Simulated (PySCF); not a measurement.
From one molecule to another.

First species: C4H6FN2O2 (charge +1).
Numbering: `[CH3:1][O:2][CH2:3][n+:4]1[n:5][cH:6][o:7][c:8]1[F:9]` (hydrogens: H10, H11, H12 on C1; H13, H14 on C3; H15 on C6)

Structure used (GFN2-xTB), in Å, numbered top down from 1:
```xyz
15
C4H6FN2O2 angstrom
C      2.2882   -0.0085    0.2260
O      1.3733   -1.0216   -0.1996
C      0.4911   -0.6756   -1.1563
N     -0.7569   -0.0830   -0.5517
N     -1.5943    0.6999   -1.2496
C     -2.5568    0.9906   -0.4534
O     -2.3888    0.4281    0.7628
C     -1.2640   -0.2315    0.6607
F     -0.7743   -0.8954    1.6343
H      2.9740   -0.5028    0.9089
H      1.7772    0.8038    0.7484
H      2.8441    0.3903   -0.6243
H      0.1620   -1.5752   -1.6929
H      0.8352    0.0851   -1.8722
H     -3.4146    1.6037   -0.6688
```

Second species: C3H8N2SSi.
SMILES: `CSC[Si@H](N)C#N`

Levels: wB97X-D/def2-SVPD for HOMO energy, LUMO energy, HOMO–LUMO gap, static isotropic polarisability and electronic spatial extent ⟨r²⟩ about the centre of nuclear charge; TDDFT wB97X-D/def2-SVPD for lowest singlet excitation; TDA wB97X-D/def2-SVPD for lowest triplet excitation (Tamm–Dancoff); GFN2-xTB for rotational constant A and rotational constant C. Geometries: GFN2-xTB. All species are isolated and taken at one optimised geometry, non-relativistic unless stated. Electronic properties by PySCF.

The conformers computed, where there is a choice (atom-mapped SMILES and torsion angles):
- `[CH3:1][O:2][CH2:3][n+:4]1[n:5][cH:6][o:7][c:8]1[F:9]`: C1–O2–C3–N4 -88°, O2–C3–N4–N5 159°
- `[CH3:1][S:2][CH2:3][Si@H:4]([NH2:5])[C:6]#[N:7]`: C1–S2–C3–Si4 -178°, S2–C3–Si4–N5 -64°, H–N5–Si4–C3 45°, H–N5–Si4–C3 -173°

| property | column X | column Y |
| --- | --- | --- |
| HOMO energy | -8.63 eV | -15.04 eV |
| LUMO energy | 1.11 eV | -4.70 eV |
| HOMO–LUMO gap | 9.74 eV | 10.34 eV |
| lowest singlet excitation | 5.46 eV | 6.08 eV |
| lowest triplet excitation (Tamm–Dancoff) | 5.07 eV | 5.07 eV |
| static isotropic polarisability | 93.5 au | 62.0 au |
| electronic spatial extent ⟨r²⟩ about the centre of nuclear charge | 1551 bohr² | 1102 bohr² |
| rotational constant A | 3.836 GHz | 3.178 GHz |
| rotational constant C | 0.719 GHz | 1.034 GHz |

Problem. Which column belongs to which species?

Solution. Column X is the second species and column Y the first. The first has 15 atoms and 68 electrons, the second 15 and 70; their charges are +1 and 0, their HOMO energies -15.04 eV and -8.63 eV.

Problem. How does each property change from the first species to the second?

Solution. HOMO energy +6.41 eV; LUMO energy +5.81 eV; HOMO–LUMO gap -0.60 eV; lowest singlet excitation -0.62 eV; lowest triplet excitation (Tamm–Dancoff) 0.00 eV; static isotropic polarisability +31.5 au; electronic spatial extent ⟨r²⟩ about the centre of nuclear charge +449 bohr²; rotational constant A +0.658 GHz; rotational constant C -0.315 GHz.

On the first: In wavenumbers S1 is 49000 cm⁻¹ (1 eV = 8065.54 cm⁻¹). The vertical singlet–triplet gap S1 − T1 is 1.01 eV (TDDFT singlet less Tamm–Dancoff triplet; S1: HOMO→LUMO, weight 0.92; T1: HOMO−2→LUMO, weight 0.62).

On the second: The principal polarisabilities are 76.0, 86.4 and 117.9 au; their mean is the isotropic value. The polarisability is 13.85 Å³ as a volume (1 au = 0.148185 Å³), or 1.34 au for each of the 70 electrons.
